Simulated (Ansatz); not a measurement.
The cluster Cd3S4. Charge 0, multiplicity 1. Geometry PBE-D4/def2-SVP; atoms count from 1.

```xyz
7

Cd    1.348    0.856   -1.087
Cd   -0.606   -1.300    1.294
Cd   -1.791    1.071   -0.502
S    -0.436    1.877   -2.283
S    -2.625   -0.048    1.426
S     2.602   -0.304    0.592
S     1.508   -2.152    0.560
```

In the def2 sets Cd takes a core potential; there is no spin–orbit coupling. The structure comes from a short search, and lower isomers may exist.

(1) Estimate the Mulliken populations from the PBE0/def2-TZVP orbitals of Ansatz.

(2) And the Mayer bond orders between heavy atoms (over 0.3)?

## Answers

(1) 
```
atom  charge (e)  d electrons
 Cd1        0.60         9.98
 Cd2        0.60         9.98
 Cd3        0.58         9.98
  S4       -0.57            –
  S5       -0.57            –
  S6       -0.32            –
  S7       -0.32            –
```
Mulliken values depend strongly on the basis.

(2) Cd1–S4 0.96 (2.38 Å); Cd1–S6 0.89 (2.40 Å); Cd2–S5 0.96 (2.38 Å); Cd2–S7 0.89 (2.39 Å); Cd3–S4 0.94 (2.38 Å); Cd3–S5 0.94 (2.38 Å); S6–S7 1.09 (2.15 Å).
